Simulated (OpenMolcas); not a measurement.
Computed levels of 3d⁵ in ions with 23 electrons, in cm-1 above ⁶S_5/2.

- Program: OpenMolcas 26.06
- Method: SS-RASPT2, IPEA 0.25 Eh, imaginary shift 0.1 Eh
- Basis: ANO-RCC-VQZP
- Scalar Hamiltonian: DKH2, point nucleus
- Spin-orbit coupling: state interaction with AMFI integrals over the reference wave functions, term energies averaged over their components

Active space for each ion: 11 electrons in 8 orbitals (RAS1 3p, at most 2 holes; RAS2 3d); closed shells correlated by CASPT2: 3s.

```
  Level   Fe3+   Co4+   Cu6+
 ⁴G_5/2  33050  38350  47520
 ⁴G_7/2  33080  38400  47650
⁴G_11/2  33090  38410  47680
 ⁴G_9/2  33100  38430  47730
 ⁴P_5/2  36630  42420  52410
 ⁴P_3/2  36700  42540  52700
 ⁴P_1/2  36780  42670  53030
 ⁴D_7/2  40100  46370  57380
 ⁴D_1/2  40170  46500  57730
```

Estimate ⁴G_5/2, ⁴G_7/2 for Ni5+ from its neighbours Co4+ and Cu6+.

⁴G_5/2 is another term, which grows about linearly with the charge: (38350 + 47520) / 2 = 42935. The calculation gives 42860, so the estimate is off by +0.2 %.
⁴G_7/2 is another term, which grows about linearly with the charge: (38400 + 47650) / 2 = 43025. The calculation gives 42940, so the estimate is off by +0.2 %.

Term energies are means over components that CASPT2 splits; among the terms shown or strongly mixed into the levels shown the widest spread is 49 cm-1 (3d⁵ ⁴G, Fe3+). Active for correlation alone: 3p; no level in the range computed is led by a configuration that opens it, so any true level of that kind is missing. Only configurations of the active space appear.
